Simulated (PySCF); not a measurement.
These are PBE-D3(BJ)/def2-TZVP // B3LYP-D3(BJ)/def2-TZVP run with PySCF values and carry that method's errors. All species are isolated molecules in the gas phase. One relaxed conformer stands for a flexible species; it need not be the lowest. Excitations are Tamm–Dancoff values on a coarser integration grid. The basis has no diffuse functions, so Rydberg states are missing or too high.

Reference species (SMILES): `[SiH2]=CO[SiH3]` (Si–C–O–Si torsion 0°) (neutral, multiplicity 1).

```
Item                      Result
----------------------  --------
S1 oscillator strength     0.001
T1 excitation (TDA)      2.40 eV
HOMO                    -5.00 eV
```

After one change: the S1 oscillator strength rises by 0.011; the T1 excitation (TDA) rises by 1.48 eV; the HOMO drops by 0.48 eV.

Problem. What was changed between the two runs? The new species is one of these.
(A) `OC1[SiH2][SiH2]1` (H–O–C–Si torsion 63°)
(B) `C/[SiH]=[SiH]\O` (Si–Si–O–H torsion 132°)
(C) `OC[SiH]=[SiH2]` (H–O–C–Si torsion -173°, O–C–Si–Si torsion -106°)
(D) `CO[SiH]=[SiH2]` (C–O–Si–Si torsion 142°)

Solution. A, `OC1[SiH2][SiH2]1` (H–O–C–Si torsion 63°)
